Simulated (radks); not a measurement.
The numbers below are computed, except where a source is named.
Dipole-allowed excitations along the series with 3 electrons in [He] 2s1. Level of theory: non-relativistic Kohn-Sham, exchange-only LDA, spin-polarised, spherical densities, point nucleus; open shells are filled with parallel spins first (a radial shooting solver on a logarithmic mesh with Libxc functionals). Time-dependent linear response with the Hartree and adiabatic exchange-only LDA kernel, continuum included through the Sternheimer equations. Lines are the poles of the dipole polarisability below minus the highest occupied eigenvalue, found on a grid refined at the orbital gaps; the lowest seven at most are given, and weak or close lines can be missed. The first line takes the name of the lowest orbital gap if no other gap lies below it; otherwise a line is named after a gap within 0.6 % of it, if that gap stands alone.

species  -e(HOMO) (eV)  lowest orbital gap (eV)  first line (eV)      f  strongest line (eV)  its f  static alpha (bohr^3)  measured (eV)
Li               2.733              2s-2p 1.756    1.937 (2s-2p)  0.761            the first  0.761                  152.4    2s-2p 1.848
Be+             13.678              2s-2p 3.878    4.268 (2s-2p)  0.500            the first  0.500                  21.38    2s-2p 3.959
B2+             31.613              2s-2p 5.913    6.461 (2s-2p)  0.360            the first  0.360                  6.796              -
C3+             56.414              2s-2p 7.907    8.600 (2s-2p)  0.281            the first  0.281                  2.990              -
N4+             88.047              2s-2p 9.880   10.714 (2s-2p)  0.230  57.278 (unassigned)  0.234                  1.573              -
O5+             126.50             2s-2p 11.841   12.812 (2s-2p)  0.195  80.313 (unassigned)  0.262                 0.9280              -

Measured values: term averages from the NIST Handbook of Basic Atomic Spectroscopic Data.
